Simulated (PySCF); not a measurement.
Where the electron goes

C7H7N2 (charge +1).
Structure used (GFN2-xTB), in Å, numbered top down from 1:
```
atom  x, y, z in Å
C1    -2.2407   -0.7291    0.0146
C2    -0.9007   -0.1077    0.0343
C3    -0.7014    1.2597    0.2320
C4     0.5791    1.7832    0.2395
C5     1.6759    0.9437    0.0487
C6     1.4448   -0.4062   -0.1447
C7     2.5044   -1.3334   -0.3469
N8     3.3560   -2.0777   -0.5088
N9     0.1780   -0.8810   -0.1453
H10   -2.8535   -0.2779   -0.7666
H11   -2.7564   -0.5435    0.9576
H12   -2.1955   -1.8022   -0.1535
H13   -1.5588    1.8981    0.3779
H14    0.7338    2.8404    0.3929
H15    2.6854    1.3241    0.0487
H16    0.0419   -1.8814   -0.2917
```

Method used: TDDFT CAM-B3LYP/def2-SVPD, vertical, gas phase, core orbitals frozen in the response in PySCF 2.14.0, density-fitted response routines.

Frontier orbitals with the atoms that hold most of them (Löwdin shares over 4%, at most four atoms; ? is withheld):

```csv
orbital,ε (eV),atoms
HOMO-3,-16.38,"N8 81%, C7 17%"
HOMO-2,-16.06,"N8 48%, C7 40%, C6 5%"
HOMO-1,-15.87,?
HOMO,-14.17,"C3 16%, C6 15%, N8 15%, C5 14%"
LUMO,?,?
LUMO+1,-5.37,"C5 22%, C2 22%, C3 12%, C4 11%"
LUMO+2,-3.36,"H16 21%, C7 14%, N9 11%, C6 9%"
```

**Question.** Give the leading atoms of the LUMO.

**Answer.** C4 (bonded to 2 C and H) 19%; C6 (bonded to 2 C and N) 17%; N9 (bonded to 2 C and H) 16%; C3 (bonded to 2 C and H) 12%. By element: carbon 48% or more, nitrogen 16% or more.

**Question.** Give the leading atoms of the HOMO-1.

**Answer.** C4 (bonded to 2 C and H) 30%; C5 (bonded to 2 C and H) 19%; N9 (bonded to 2 C and H) 18%; C3 (bonded to 2 C and H) 18%. By element: carbon 67% or more, nitrogen 18% or more.

**Question.** What is the LUMO energy, and the HOMO–LUMO gap?

**Answer.** ε(LUMO) = -6.40 eV; the gap is 7.78 eV (0.2858 hartree).

**Question.** How does S1 compare with the orbital gap of 7.78 eV?

**Answer.** S1 is at 4.96 eV (f = 0.259), 2.82 eV below the gap, made of HOMO→LUMO (90%). Without the coupling terms of the response equations the lowest excitation would equal the gap.

**Question.** One configuration dominates each of S1, S2 and S3. Which, and how do the shares of the two leading atoms of either orbital change from the occupied to the empty one?

**Answer.** 
- S1 (4.96 eV, f 0.259), HOMO→LUMO (90%): C3 16% → 12%, C6 15% → 17%, C4 at most 15% → 19%
- S2 (5.91 eV, f 0.065), HOMO→LUMO+1 (70%): C3 16% → 12%, C6 15% → at most 11%, C5 14% → 22%, C2 at most 15% → 22%
- S3 (6.04 eV, f 0.0000), HOMO-2→LUMO (85%): N8 48% → at most 12%, C7 40% → at most 12%, C4 at most 4% → 19%, C6 5% → 17%
